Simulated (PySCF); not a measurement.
Geometry (Å), atoms numbered from 1 in this order:
```xyz
12

Si    0.4287    0.2209    1.6097
Si    1.5693    0.4055   -0.4647
Si   -0.4180   -0.2052   -1.6114
Si   -1.5430   -0.4438    0.4654
H     0.9884   -0.8246    2.5245
H     0.3120    1.5095    2.3623
H     2.6976   -0.5635   -0.6348
H     2.0603    1.7818   -0.7897
H    -0.3225   -1.4640   -2.4165
H    -0.9748    0.8820   -2.4777
H    -1.9625   -1.8469    0.7768
H    -2.7177    0.4642    0.6549
```

Geometry: PBE0-D3(BJ)/def2-SVP; GIAO absolute shieldings from PySCF 2.14, gas phase, non-relativistic, averaged over equivalent atoms.

At PBE0/STO-3G (44 basis functions, 2.8 s wall time on 1 thread of an Arm Neoverse V1, shared host):
| atoms | σ (ppm) |
| --- | --- |
| Si1/Si2/Si3/Si4 | 545.9 |
| H5/H6/H7/H8/H9/H10/H11/H12 | 30.71 |

What do these become at HF/pcSseg-2?

Answers


| atoms | σ at HF/pcSseg-2 | change |
| --- | --- | --- |
| Si1/Si2/Si3/Si4 | 464.0 | -81.9 |
| H5/H6/H7/H8/H9/H10/H11/H12 | 27.88 | -2.83 |

The largest change is at Si1/Si2/Si3/Si4 (silicon bonded to 2 Si, 2 H, in a 4-membered ring). Cost: 284 basis functions, 21 s wall time on 1 thread of an Arm Neoverse V1, shared host.
